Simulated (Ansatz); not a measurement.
Ansatz (a program for electronic structure) input (PBE0/STO-3G):

Ansatz 0.2 input:
```yaml
crystal:
  periodic: [false, false, false]
  atoms:
    - {symbol: C, position_ang: [1.76495312, -0.52704379, -0.61874278]}
    - {symbol: O, position_ang: [0.47741346, -0.82792767, -0.31279257]}
    - {symbol: B, position_ang: [-0.43253090, 0.09357242, 0.13690422]}
    - {symbol: O, position_ang: [-0.02789495, 1.39295504, 0.31667125]}
    - {symbol: O, position_ang: [-1.69004958, -0.39492318, 0.36924791]}
    - {symbol: H, position_ang: [2.38187271, -1.37128533, -0.87708913]}
    - {symbol: H, position_ang: [2.14537886, 0.45868757, -0.40013827]}
    - {symbol: H, position_ang: [-0.69508657, 2.00523403, 0.63405659]}
    - {symbol: H, position_ang: [-2.33498076, 0.24093079, 0.68609380]}
basis:
  gaussian:
    orbitals: STO-3G
hamiltonian:
  xc: {name: PBE0}
magnetization: {spin_polarized: true, initial_magnetization: 1}
```

Output:

```
Functional definition: PBE0
integrals: 0.01 GiB planned
412 factors; integrals over basis functions are off by at most 4.7e-5 eV
0.08 GiB of the device are held for the grids
0.07 GiB of device memory are held for the factors and their scratch space
mean field: 0.12 GiB planned
mean field evaluation 1: about -7804.9984 eV, gradient 1.5e1 eV
mean field evaluation 2: about -7805.4954 eV, gradient 1.3e1 eV
mean field evaluation 4: about -7806.4637 eV, gradient 6.3e-1 eV
mean field evaluation 8: about -7806.4461 eV, gradient 2.6e-2 eV
mean field -7806.44613484 eV, -286.8816040560 hartree, gradient 6.7e-5 eV, S^2 0.752964; 0 other end points of the search recorded, 0 dependent functions left out
reference -7806.44615163 eV, -286.8816046731 hartree; 20, 19 occupied and 9, 10 virtual orbitals, 412 factors
Total energy: -7806.44615163 eV, -286.8816046731 hartree
```

It need not be the lowest isomer of its formula.
